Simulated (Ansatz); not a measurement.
`B[CH](Cl)[GeH3]` + HI → `[GeH3][I]` + `BCCl`  (ligand exchange at a Ge–C bond)

Program: Ansatz. Geometries: PBE0-D4/def2-TZVP. ΔE: electronic, gas phase. CCSD(T)/CBS is the MP2 limit (def2-TZVPP, def2-QZVPP) plus CCSD(T) − MP2 in def2-TZVPP, frozen cores. Functionals use def2-TZVPP. Elements past krypton have def2 core potentials. For Ge, I outer-core shells are correlated without core-valence functions, which leaves a few kJ/mol of doubt a bond. Scalar relativity is left out up to krypton.

```json
{"level": "PBE0", "ΔE (kJ/mol)": "-88.5"}
{"level": "MP2/def2-TZVPP", "ΔE (kJ/mol)": "-77.4"}
```

(1) What does CCSD(T)/CBS give? (Best estimate.)

Largest T1 diagnostic among the species: 0.011.

Answers

(1) Computed: -79.7 kJ/mol. The listed levels differ from it by -8.8, 2.3 kJ/mol.

In def2-TZVPP, CCSD(T) changes the Hartree–Fock value by +40.1 kJ/mol (the triples alone add +5.0 kJ/mol) and MP2 by +37.1 kJ/mol. From PBE to PBE0 (25 % exact exchange), in def2-TZVPP and without D4, ΔE moves by −6.8 kJ/mol. The D4 term adds +6.9 kJ/mol with B3LYP and +3.8 kJ/mol with PBE0; it sums over pairs of atoms, weighted by their polarisabilities, and B3LYP, whose exchange is more repulsive, gets the larger term.

B3LYP here is the variant with VWN-RPA as its local correlation; programs differ in this.
